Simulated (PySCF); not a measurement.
Nickel: a sound run and one with changed settings

Sound run: Ni²⁺ [Ar] 3d8, Ni³⁺ [Ar] 3d7. Computed with PySCF 2.14 in cc-pVTZ (7s6p4d2f1g, 68 functions), with the non-relativistic Hamiltonian (point nucleus). In the sound run the correlated levels freeze [Ar]. The sound run starts from symmetry-adapted Hartree-Fock orbitals and uses a fine grid where one is needed.

Changed run: initial guess minao, at most 50 SCF cycles.

```json
{"species": "Ni²⁺", "method": "UHF", "sound run (hartree)": "-1506.03838", "changed run (hartree)": "-1506.03838", "converged": "yes"}
{"species": "Ni²⁺", "method": "M06-L", "sound run (hartree)": "-1507.31093", "changed run (hartree)": "-1507.31093", "converged": "yes"}
{"species": "Ni³⁺", "method": "UHF", "sound run (hartree)": "-1504.82997", "changed run (hartree)": "-1504.82997", "converged": "yes"}
{"species": "Ni³⁺", "method": "M06-L", "sound run (hartree)": "-1506.00367", "changed run (hartree)": "-1506.00367", "converged": "yes"}
```

Here the plain start reaches the same solutions.
